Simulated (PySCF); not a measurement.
Start geometry of `S(C=[Se])C` from GFN2-xTB (Å):
```
atom  x, y, z in Å
C1    -1.1799   -0.1725    0.5349
S2    -0.0493    1.2029    0.2065
C3     1.4379    0.3903    0.1499
Se4    1.8232   -1.3271    0.3660
H5    -2.1966    0.2784    0.5718
H6    -0.9388   -0.6150    1.4699
H7    -1.1247   -0.8687   -0.2802
H8     2.2835    1.0924   -0.0365
```

**Question.** What comes out of this run: PBE0-D3(BJ)/def2-SVP geometry optimisation, gas phase (PySCF 2.14.0)?

**Answer.** 
```
atom  x, y, z in Å
C1    -0.914   -0.771    0.423
S2    -0.647    1.003    0.435
C3     1.052    1.144    0.312
Se4    2.290   -0.115    0.204
H5    -2.002   -0.923    0.437
H6    -0.450   -1.233    1.306
H7    -0.471   -1.212   -0.482
H8     1.333    2.207    0.311
```

The energy falls by 0.065 eV over 6 energy and gradient evaluations, the largest force component goes from 0.0368 to 3.3e-04 Eh/bohr, and the atoms move by 0.043 Å rms after alignment. The bond that changes most is C1–H6 (S-methyl carbon to methyl hydrogen), which lengthens by 0.037 Å. Bonds longer at the end by more than 0.005 Å: 3 of 7; shorter: 3. Among the angles that change most is H6–C1–H7, from 112.7° to 108.8°. Rotational constants go from 9503, 1793, 1523 to 9517, 1773, 1509 MHz. The orientation of the end geometry is arbitrary; only internal coordinates are fixed.

The run used 98 basis functions and 47 SCF cycles in all. On one thread of an AMD EPYC 7B13 (shared host), this took 19 s wall and 0.40 GiB of memory at its peak.

No PBE0-D3(BJ)/def2-SVP frequencies stand behind this structure, so it isn't proved a minimum. The numbers are those of one conformer.
